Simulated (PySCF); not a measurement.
## Relaxation of doublet TiO₂⁻

Computed with UPBE0 in PySCF with Ti def2-TZVPD, O def2-TZVPD; no relativity; density-fitted integrals. A (50,194) grid was used.

A hand-made bent start, of C2v symmetry, held to at least that symmetry:

```xyz
3
charge -1 multiplicity 2, angstrom
Ti    0.0000    0.0000   -0.3994
O     1.4253    0.0000    0.5986
O    -1.4253    0.0000    0.5986
```

Optimiser trace:
```csv
step,E − E(last) (kJ/mol),largest gradient (Eh/bohr)
0,25.99,0.07715
1,0.19,0.00215
2,0.01,0.00086
3,0.00,0.00016
4,0.00,0.00002
```

It ends at C2v with Ti–O 1.661 Å (×2); O–Ti–O 113.0° (after a last refinement on a finer grid). A frequency run shows a minimum. Other isomers or separated fragments may lie lower.

With open d or f shells other occupations or spin states may lie lower.
